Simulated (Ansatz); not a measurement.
CH$_{5}$InO$_{2}$, SMILES `O[CH2][InH][OH]`, 9 atoms. Total charge 0; spin multiplicity 1. Correlated methods include outer-core shells of In, which these sets cover unevenly. In: def2 effective core potential. All runs use 4 threads of an Arm Neoverse V1 on a shared host. Correlated methods freeze the cores.

(1) How many basis functions does each run have, and how long does it take in Ansatz? RKS PBE0-D4/def2-QZVPP energy; RKS PBE0-D4/def2-SVP energy; RKS CAM-B3LYP-D4/def2-TZVPP energy; RKS BHLYP-D4/def2-TZVPP energy; RKS BLYP-D4/def2-TZVPP energy; RKS PBE0-D4/def2-TZVP relaxation (15 steps); RHF-CCSD(T)/def2-SVP energy; RKS ωB97M-V/def2-QZVPP energy; RKS ωB97M-V/def2-SVP energy; direct RPA on PBE orbitals/def2-TZVPP energy; RKS PBE0-D4/def2-TZVP frequencies; RHF-CCSD(T)/def2-TZVPP energy. (Best estimate.)

## Answers

(1) Computed: Other jobs shared the machine, so times are rough.

```json
{"level": "RKS PBE0-D4/def2-SVP", "job": "energy", "functions": "93", "wall time": "0.9 s", "peak host memory (GiB)": "0.2"}
{"level": "RKS BLYP-D4/def2-TZVPP", "job": "energy", "functions": "213", "wall time": "1.8 s", "peak host memory (GiB)": "0.24"}
{"level": "RKS BHLYP-D4/def2-TZVPP", "job": "energy", "functions": "213", "wall time": "2.3 s", "peak host memory (GiB)": "0.47"}
{"level": "RKS CAM-B3LYP-D4/def2-TZVPP", "job": "energy", "functions": "213", "wall time": "2.6 s", "peak host memory (GiB)": "0.52"}
{"level": "RKS ωB97M-V/def2-SVP", "job": "energy", "functions": "93", "wall time": "3.7 s", "peak host memory (GiB)": "0.28"}
{"level": "RHF-CCSD(T)/def2-SVP", "job": "energy", "functions": "93", "wall time": "4.3 s", "peak host memory (GiB)": "0.42"}
{"level": "RKS PBE0-D4/def2-QZVPP", "job": "energy", "functions": "403", "wall time": "5.5 s", "peak host memory (GiB)": "1.1"}
{"level": "direct RPA on PBE orbitals/def2-TZVPP", "job": "energy", "functions": "213", "wall time": "6 s", "peak host memory (GiB)": "0.53"}
{"level": "RKS ωB97M-V/def2-QZVPP", "job": "energy", "functions": "403", "wall time": "14 s", "peak host memory (GiB)": "1.4"}
{"level": "RKS PBE0-D4/def2-TZVP", "job": "relaxation (15 steps)", "functions": "173", "wall time": "39 s", "peak host memory (GiB)": "0.42"}
{"level": "RKS PBE0-D4/def2-TZVP", "job": "frequencies", "functions": "173", "wall time": "99 s", "peak host memory (GiB)": "0.42"}
{"level": "RHF-CCSD(T)/def2-TZVPP", "job": "energy", "functions": "213", "wall time": "110 s", "peak host memory (GiB)": "3.5"}
```
